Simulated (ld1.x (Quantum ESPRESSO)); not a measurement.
# u(r) = r·R(r): atom against pseudo-atom (rhodium (Rh))

Columns: radius, all-electron u(r) and pseudo u(r) of the 4d shell (level -6.85 eV) of rhodium in the configuration [Kr] 4d8 5s0.5 5p0.5; PBE, scalar-relativistic, TM semilocal scheme, ld1.x (Quantum ESPRESSO) 7.5.

| r (bohr) | all-electron | pseudo |
| --- | --- | --- |
| 0.182 | 0.3746 | -0.0172 |
| 0.365 | 0.2446 | -0.1220 |
| 0.548 | -0.2110 | -0.3332 |
| 0.730 | -0.5745 | -0.5825 |
| 0.912 | -0.7728 | -0.7758 |
| 1.095 | -0.8406 | -0.8614 |
| 1.277 | -0.8292 | -0.8513 |
| 1.460 | -0.7775 | -0.7892 |
| 1.642 | -0.7091 | -0.7123 |
| 1.825 | -0.6361 | -0.6364 |
| 2.007 | -0.5655 | -0.5655 |
| 2.190 | -0.4996 | -0.4996 |
| 2.372 | -0.4402 | -0.4402 |
| 2.555 | -0.3867 | -0.3867 |
| 2.738 | -0.3393 | -0.3393 |
| 2.920 | -0.2977 | -0.2977 |
| 3.102 | -0.2611 | -0.2611 |
| 3.285 | -0.2288 | -0.2288 |
| 3.468 | -0.2004 | -0.2004 |
| 3.650 | -0.1757 | -0.1757 |
| 3.832 | -0.1541 | -0.1541 |
| 4.015 | -0.1351 | -0.1351 |
| 4.198 | -0.1184 | -0.1184 |
| 4.380 | -0.1039 | -0.1039 |
| 4.562 | -0.0912 | -0.0912 |
| 4.745 | -0.0800 | -0.0800 |

(1) How many radial nodes do the two functions have?

(2) At about which radius was the pseudo-wave matched?

(3) Where does each function peak?

(4) Is the pseudo-wave norm-conserving?

Results:

(1) The all-electron 4d function has n − l − 1 = 1; the pseudo-wave has 0, since the states of the same l below it are removed with the core.

(2) 2.05 bohr. The columns agree to 0.0005 from 1.82 bohr on; several derivatives are matched, so the curves merge somewhat inside the radius.

(3) Outermost all-electron maximum near 1.09 bohr, pseudo maximum near 1.09 bohr (to the table’s step).

(4) Yes: the TM semilocal scheme keeps the norm inside the radius equal to the all-electron one, which fixes the energy derivative of the logarithmic derivative at the level.
